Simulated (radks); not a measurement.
The numbers below are computed, except where a source is named.
The molybdenum ion Mo19+, configuration [Ar] 3d5. Level of theory: Dirac Kohn-Sham, LB94 model potential, spin-unpolarised, spherical densities, finite nucleus; open shells fill j = l - 1/2 first; Fermi nuclear charge, rms radius 4.4091 fm (a radial shooting solver on a logarithmic mesh with Libxc functionals).

Spin-orbit splittings of the eigenvalues, e(l+1/2) - e(l-1/2), with zeta = 2 splitting/(2l+1) and mean radii in bohr:

shell  occ.  splitting (eV)  zeta (eV)  <r> j=l-1/2  <r> j=l+1/2
2p        6           108.5      72.34       0.1298       0.1343
3p        6           20.68      13.79       0.3952       0.4039
3d        5           4.346      1.738       0.3663       0.3689
4p        0           6.571      4.381       0.8351       0.8471
